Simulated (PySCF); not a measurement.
**Energy of Ir²⁺ (iridium, charge +2) between two integer charges**

The 5d beta orbital of [Xe] 4f14 5d7 is emptied in steps (occupation f), with all orbitals relaxed, ending at [Xe] 4f14 5d6. Calculation: PySCF 2.14, in aug-cc-pVDZ-PP with ECP60MDF (5s5p4d2f, 54 functions); a scalar-relativistic core potential. The exact energy is a straight line in f; departures are measured from the line between the end points of the same method.

```csv
f,TPSS (eV)
1,0.000
0.9,-0.504
0.7,-1.179
0.5,-1.407
0.3,-1.183
0.1,-0.508
0,0.000
```

```tsv
method	E(f=0) − E(f=1) (eV)	−ε at f=1 (eV)	−ε at f=0.5 (eV)
TPSS	29.240	23.651	29.227
```

Orbital energy along the path (eV):

```csv
f,TPSS
1,-23.651
0.9,-24.754
0.7,-26.980
0.5,-29.227
0.3,-31.486
0.1,-33.752
0,-34.885
```

Reference removal energy between the ground levels: 28 ± 1.6 eV (theoretical estimate listed by NIST; NIST Atomic Spectra Database, ionization energies). The calculation has no spin-orbit coupling. The determinant left behind need not be the lowest term of the ion.
